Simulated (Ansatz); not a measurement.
Mulliken charges of Cl₂F₂SW (`[F][W]([F])(=[S])([Cl])[Cl]`) from B3LYP/def2-TZVPP in Ansatz (PBE0-D4/def2-TZVP geometry).

```tsv
atom	x (Å)	y (Å)	z (Å)	charge (e)
F1	-0.109	-0.979	1.631	-0.271
W2	0.033	-0.064	0.023	0.954
F3	1.831	-0.489	0.192	-0.271
S4	-0.723	-1.352	-1.436	-0.057
Cl5	0.742	1.759	-1.138	-0.178
Cl6	-1.774	1.124	0.728	-0.178
```

By hand: the dipole of these point charges (1 e Å = 4.8032 D).

Σ q r = (-0.210, -0.099, -0.317) e Å, of length 0.393 e Å = 1.89 D.

How does the dipole of the full density compare? (Estimate.)

Computed: (-0.142, -0.007, -0.194) e Å, 1.16 D; the point charges give 1.63 times that, at 13° from its direction.

Point charges leave out the atoms' own dipoles, such as those of lone pairs, and Mulliken's split depends on the basis, so the two needn't agree.

B3LYP here is the variant with VWN-RPA as its local correlation; programs differ in this.
